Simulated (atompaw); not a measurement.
# How hard is this Er PAW (atompaw) potential?

* Element: erbium
* Generator: atompaw 4.2.0.5
* Type: PAW
* Functional: PBE
* Relativity: scalar-relativistic
* Frozen core: [Kr] 4d10 4f11
* Valence charge: 11
* Reference configuration: 5s2 5p6 5d1 6s2 6p0
* Partial waves: 5s (bound); 6s (bound); 5p (bound); 6p (bound, empty); 5d (bound); 5d channel at 0.45 Ry
* Local potential: bessel scheme, radius 2.55 bohr
* Core correction: smooth core density matched at 2.35 bohr
* Augmentation charge: besselshape compensation charge, radius 2.80 bohr; PAW radius 3.00 bohr; waves and projectors: bloechl

The pseudo-atom Hamiltonian at the reference potential is diagonalised in spherical Bessel functions j_l(qr) that vanish at 20 bohr, with q² up to the cutoff. All-electron valence levels (Ry): 5s -4.1173, 6s -0.3244, 5p -2.1872, 6p -0.0980, 5d -0.1533.

Question: How do the lowest levels (Ry) of each channel move with the cutoff, and are there ghosts?

Answer:

```
cutoff (Ry)     s #1     s #2     s #3     p #1     p #2    p #3     d #1    d #2    f #1    f #2  Σ f·Δε (mRy)
          8  -4.0574  -0.3142  -0.0009  -2.0930  -0.0803  0.0502  -0.1303  0.0517  0.0972  0.2097         728.5
         10  -4.0947  -0.3213  -0.0019  -2.1426  -0.0878  0.0477  -0.1440  0.0506  0.0972  0.2097         328.3
         12  -4.1097  -0.3236  -0.0022  -2.1686  -0.0932  0.0460  -0.1501  0.0501  0.0972  0.2097         131.8
         15  -4.1150  -0.3242  -0.0023  -2.1832  -0.0970  0.0448  -0.1523  0.0499  0.0972  0.2097          30.1
         21  -4.1173  -0.3244  -0.0023  -2.1869  -0.0979  0.0445  -0.1532  0.0498  0.0972  0.2097           2.5
         25  -4.1173  -0.3244  -0.0023  -2.1872  -0.0980  0.0445  -0.1533  0.0498  0.0972  0.2097           0.4
         30  -4.1173  -0.3244  -0.0023  -2.1872  -0.0980  0.0445  -0.1533  0.0498  0.0972  0.2097           0.1
         35  -4.1173  -0.3244  -0.0023  -2.1872  -0.0980  0.0445  -0.1533  0.0498  0.0972  0.2097           0.0
        400  -4.1173  -0.3244  -0.0023  -2.1872  -0.0980  0.0445  -0.1533  0.0498  0.0972  0.2097           0.0
```

Result: no extra level below or beside the all-electron valence levels (s, p, d, f tested); 10 mRy is reached at 18 Ry and 1 mRy at 25 Ry.
